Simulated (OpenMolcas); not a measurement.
# neutral gallium: effect of the level shift or regulariser

```
Program             : OpenMolcas 26.06
Basis               : ANO-RCC-VTZP [6s5p3d1f]
Scalar Hamiltonian  : DKH2, point nucleus
Active space        : 3 electrons in 4 orbitals (4s 4p)
State averaging     : 2S+1 = 4 odd, 1 root (0 in the spin-orbit step); 2S+1 = 2 odd, 3 roots; 2S+1 = 4 even, 3 roots; 2S+1 = 2 even, 5 roots (0 in the spin-orbit step)
Spin-orbit coupling : state interaction with AMFI integrals over the reference wave functions, term energies averaged over their components
```

Methods on the same reference wave functions:
A. CASSCF
B. SS-CASPT2, IPEA 0.25 Eh, imaginary shift 0.1 Eh (closed shells correlated: 3d)
C. SS-CASPT2, IPEA 0.25 Eh, real shift 0.2 Eh (closed shells correlated: 3d)

Energies in eV above 4s2 4p 2P* 1/2, the measured ground level; measured values from NIST Handbook of Basic Atomic Spectroscopic Data.

| Level | A | B | C | Measured |
| --- | --- | --- | --- | --- |
| 4s2 4p 2P* 1/2 | 0.0000 | 0.0000 | 0.0000 | 0.0000 |
| 4s2 4p 2P* 3/2 | 0.0995 | 0.0995 | 0.0995 | 0.1024 |
| 4s 4p2 4P 1/2 | 3.7262 | 4.393 | 4.387 |  |
| 4s 4p2 4P 3/2 | 3.7622 | 4.429 | 4.423 |  |
| 4s 4p2 4P 5/2 | 3.8222 | 4.489 | 4.483 |  |

Between B and C the level of the table that moves most is 4s 4p2 4P 3/2, by 45 cm-1 (lowest in C, highest in B).

The lowest spin-free term lies below A's lowest term by 0.424 hartree in B, 0.423 hartree in C.

Some high roots are left out of the spin-orbit mixing, which shifts the levels that they would mix with. Terms of s pⁿ other than that of highest spin mix with s² pⁿ⁻² d, which this space lacks; all of them can be thousands of cm-1 off, and some have no real level of that name. Without dynamic correlation excited terms often stand tens of per cent too high (terms of higher spin than the ground term too low), and those without a measured partner can miss by more than the paired ones (holds for A). Only configurations of the active space appear.

* marks odd parity.
